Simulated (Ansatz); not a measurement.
C$_{2}$H$_{7}$BO$_{2}$, SMILES `COB(C)O`. Total charge 0; spin multiplicity 1. The geometry is a stationary point of PBE0-D4/def2-TZVP. It is one conformer, not always the lowest.

```xyz
12

C     1.051    1.226   -0.526
O     0.104    0.352   -1.092
B    -0.587   -0.555   -0.336
C    -0.422   -0.706    1.217
O    -1.468   -1.357   -1.000
H     1.943    0.684   -0.194
H     0.639    1.774    0.327
H     1.346    1.943   -1.292
H    -0.722    0.211    1.735
H    -1.027   -1.524    1.607
H     0.621   -0.886    1.496
H    -1.478   -1.162   -1.942
```

Question: What is the dipole moment at r2SCAN/def2-TZVPP? (Best estimate.)

Answer: Ansatz gave: 1.64 D, with components (1.12, 1.20, -0.03) D in this frame, pointing from negative to positive charge.

Question: And with PBE, B3LYP, ωB97M-V? (An estimate is asked.)

Answer: Computed: PBE 1.61 D, B3LYP 1.70 D, ωB97M-V 1.70 D.

Question: Give the Mulliken charges with r2SCAN, PBE, ωB97M-V in def2-TZVPP. (Estimate.)

Answer: Ansatz gave: 
```csv
atom,r2SCAN,PBE,ωB97M-V
C1,0.01,-0.13,-0.18
O2,-0.34,-0.26,-0.32
B3,0.38,0.27,0.33
C4,-0.31,-0.41,-0.42
O5,-0.34,-0.27,-0.31
H6,0.06,0.09,0.12
H7,0.05,0.09,0.11
H8,0.07,0.11,0.13
H9,0.07,0.10,0.12
H10,0.08,0.12,0.12
H11,0.06,0.10,0.11
H12,0.20,0.19,0.18
```

B3LYP here is the variant with VWN-RPA as its local correlation; programs differ in this.
